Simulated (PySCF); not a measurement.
# Computed records: Ge₂H₉NSi, CH₆AlGeN, AlClGeH₅N

All values are calculated (PySCF 2.14.0). Calculation on a computer-drawn molecule: the log of a Hartree-Fock and frozen-core CCSD(T) single point meant for a local Hartree-Fock minimum, with one planted fault or none, to be diagnosed. Offsets are logged minus clean, where the clean run is the same molecule without the fault. The reference is restricted for singlets and unrestricted otherwise, and also for a bond in bohr or an excited solution. Adding or removing an electron swaps singlet and doublet. The excited solution moves the top pair (singlet) or top alpha electron (doublet) to the lowest empty orbital. Highest occupied and lowest empty are orbital energies over both spins, largest force is the largest gradient component, triples share is (T) over the correlation energy, the T1 limit is 0.02 restricted and 0.045 unrestricted, electrons count all cores, a negative frequency is imaginary (commonest isotopes), and the dipole is about the centre of nuclear charge; on germanium a core potential holds 10 electrons, which the energies leave out, and 3d is frozen in MP2 and coupled-cluster steps.

Common to all runs: meant charge 0; meant multiplicity 1; meant basis cc-pV(D+d)Z; meant basis and core potential on germanium cc-pVDZ-PP ECP10MDF; logged SCF converged yes; possible faults no fault, one electron removed, one electron added, multiplicity raised by two, geometry at a saddle point, SCF held on an excited solution, minimal basis STO-3G, one bond length entered in bohr, all coordinates scaled.

(1) 
```xyz
13
formula=Ge2H9NSi logged_electrons=94 logged_basis_functions=128 logged_spin_squared=0.9692 logged_highest_occupied=-8.8667 logged_lowest_empty=0.95344 logged_largest_force=0.0083095 logged_T1_diagnostic=0.014116 logged_D1_diagnostic=0.053357 logged_triples_share=0.023897 logged_CC_converged=yes logged_dipole_magnitude=1.3502 logged_SCF_stable_within_its_kind=yes logged_energy_HF=-935.31228 logged_energy_CCSD(T)=-935.84728 planted_fault=one_bond_length_entered_in_bohr,row_3_of_the_drawn_bonds HF_energy_offset_from_clean_run=53.92 CCSD(T)_energy_offset_from_clean_run=68.84
Ge     2.0498     0.7382     0.4216
N      0.3023     1.1488    -0.0117
Si    -1.1773     0.2793     0.2090
Ge    -0.6761    -4.1962    -0.4233
H      2.9538     1.6219    -0.4396
H      2.2754    -0.7407     0.1108
H      2.3481     0.9987     1.9036
H      0.1741     2.1276    -0.2083
H     -2.1694     0.7867    -0.7709
H     -1.7790     0.4644     1.5570
H      0.1918    -4.8429     0.6652
H     -2.0601    -4.8602    -0.3721
H     -0.0436    -4.5118    -1.7849
```

Units: logged_highest_occupied, logged_lowest_empty in eV; logged_largest_force in hartree/bohr; logged_dipole_magnitude in debye; logged_energy_HF, logged_energy_CCSD(T) in hartree; HF_energy_offset_from_clean_run, CCSD(T)_energy_offset_from_clean_run in kcal/mol.

Drawn bonds:
```csv
atom,other atom,order
1,2,1
2,3,1
3,4,1
1,5,1
1,6,1
1,7,1
2,8,1
3,9,1
3,10,1
4,11,1
4,12,1
4,13,1
```

(2) 
```xyz
13
formula=Ge2H9NSi logged_electrons=94 logged_basis_functions=128 logged_spin_squared=0 logged_highest_occupied=-10.279 logged_lowest_empty=3.4926 logged_largest_force=0.069889 logged_T1_diagnostic=0.010703 logged_D1_diagnostic=0.024223 logged_triples_share=0.023297 logged_CC_converged=yes logged_dipole_magnitude=1.606 logged_SCF_stable_within_its_kind=yes logged_energy_HF=-935.34484 logged_energy_CCSD(T)=-935.89545 planted_fault=all_coordinates_scaled,by_-6.2_% HF_energy_offset_from_clean_run=33.49 CCSD(T)_energy_offset_from_clean_run=38.62
Ge     1.9227     0.6924     0.3955
N      0.2835     1.0775    -0.0110
Si    -1.1043     0.2620     0.1961
Ge    -0.8556    -1.9595    -0.1178
H      2.7707     1.5214    -0.4123
H      2.1343    -0.6948     0.1039
H      2.2025     0.9368     1.7855
H      0.1633     1.9957    -0.1954
H     -2.0349     0.7379    -0.7231
H     -1.6687     0.4356     1.4605
H     -0.0414    -2.5662     0.9032
H     -2.1537    -2.5823    -0.0698
H     -0.2622    -2.2555    -1.3950
```

Units: logged_highest_occupied, logged_lowest_empty in eV; logged_largest_force in hartree/bohr; logged_dipole_magnitude in debye; logged_energy_HF, logged_energy_CCSD(T) in hartree; HF_energy_offset_from_clean_run, CCSD(T)_energy_offset_from_clean_run in kcal/mol.

Drawn bonds:
```csv
atom,other atom,order
1,2,1
2,3,1
3,4,1
1,5,1
1,6,1
1,7,1
2,8,1
3,9,1
3,10,1
4,11,1
4,12,1
4,13,1
```

(3) 
```xyz
10
formula=CH6AlGeN logged_electrons=64 logged_basis_functions=104 logged_spin_squared=0 logged_highest_occupied=-3.7919 logged_lowest_empty=-3.0666 logged_largest_force=0.17444 logged_CC_converged=no logged_dipole_magnitude=5.3633 logged_SCF_stable_within_its_kind=no logged_energy_HF=-630.75483 planted_fault=SCF_held_on_an_excited_solution HF_energy_offset_from_clean_run=213.5
N      0.8080     3.8609     2.0316
Al     0.2272     3.0085     0.5955
C     -0.2647     1.1524     0.6520
Ge    -0.8478     0.2781    -0.7756
H      1.0757     4.8270     2.0521
H      0.9221     3.4638     2.9452
H      0.1225     3.8273    -0.7551
H     -0.2099     0.5496     1.5568
H     -1.0007     0.9308    -2.1419
H     -1.2523    -1.1926    -0.7929
```

Units: logged_highest_occupied, logged_lowest_empty in eV; logged_largest_force in hartree/bohr; logged_dipole_magnitude in debye; logged_energy_HF in hartree; HF_energy_offset_from_clean_run in kcal/mol.

Drawn bonds:
```csv
atom,other atom,order
1,2,1
2,3,1
3,4,2
1,5,1
1,6,1
2,7,1
3,8,1
4,9,1
4,10,1
```

Notes: CCSD not converged.

(4) 
```xyz
9
formula=AlClGeH5N logged_electrons=75 logged_basis_functions=108 logged_spin_squared=0.7671 logged_highest_occupied=0.43094 logged_lowest_empty=6.8876 logged_largest_force=0.036568 logged_T1_diagnostic=0.012356 logged_D1_diagnostic=0.045208 logged_triples_share=0.024083 logged_CC_converged=yes logged_dipole_magnitude=3.2686 logged_SCF_stable_within_its_kind=yes logged_energy_HF=-1052.21535 logged_energy_CCSD(T)=-1052.75849
N     -0.0873     2.8683     2.1958
Al    -0.4485     2.6132     0.4975
Ge    -0.5867     0.2270    -0.2510
Cl    -0.1896    -0.9996     1.5502
H      0.0022     3.7575     2.6514
H      0.0621     2.1293     2.8589
H     -0.6686     3.8326    -0.4771
H     -1.9506    -0.2651    -0.7476
H      0.4624    -0.2431    -1.2646
```

Units: logged_highest_occupied, logged_lowest_empty in eV; logged_largest_force in hartree/bohr; logged_dipole_magnitude in debye; logged_energy_HF, logged_energy_CCSD(T) in hartree.

Drawn bonds:
```csv
atom,other atom,order
1,2,1
2,3,1
3,4,1
1,5,1
1,6,1
2,7,1
3,8,1
3,9,1
```

Notes: highest electron not bound in this basis.

(5) 
```xyz
9
formula=AlClGeH5N logged_electrons=74 logged_basis_functions=108 logged_spin_squared=2.0352 logged_highest_occupied=-5.1235 logged_lowest_empty=-1.1795 logged_largest_force=0.11665 logged_T1_diagnostic=0.011677 logged_D1_diagnostic=0.042501 logged_triples_share=0.022713 logged_CC_converged=yes logged_dipole_magnitude=6.8503 logged_SCF_stable_within_its_kind=yes logged_energy_HF=-1052.09876 logged_energy_CCSD(T)=-1052.59932
N     -0.0873     2.8683     2.1958
Al    -0.4485     2.6132     0.4975
Ge    -0.5867     0.2270    -0.2510
Cl    -0.1896    -0.9996     1.5502
H      0.0022     3.7575     2.6514
H      0.0621     2.1293     2.8589
H     -0.6686     3.8326    -0.4771
H     -1.9506    -0.2651    -0.7476
H      0.4624    -0.2431    -1.2646
```

Units: logged_highest_occupied, logged_lowest_empty in eV; logged_largest_force in hartree/bohr; logged_dipole_magnitude in debye; logged_energy_HF, logged_energy_CCSD(T) in hartree.

Drawn bonds:
```csv
atom,other atom,order
1,2,1
2,3,1
3,4,1
1,5,1
1,6,1
2,7,1
3,8,1
3,9,1
```

Q: Which fault was planted in the run of AlClGeH₅N (entry 4)?
A: one electron added

Q: Which fault was planted in the run of AlClGeH₅N (entry 5)?
A: multiplicity raised by two

Further results for AlClGeH₅N (entry 4):

* HF energy offset from clean run: 22.38 kcal/mol
* CCSD(T) energy offset from clean run: 15.69 kcal/mol

Further results for AlClGeH₅N (entry 5):

- HF energy offset from clean run: 95.54 kcal/mol
- CCSD(T) energy offset from clean run: 115.6 kcal/mol
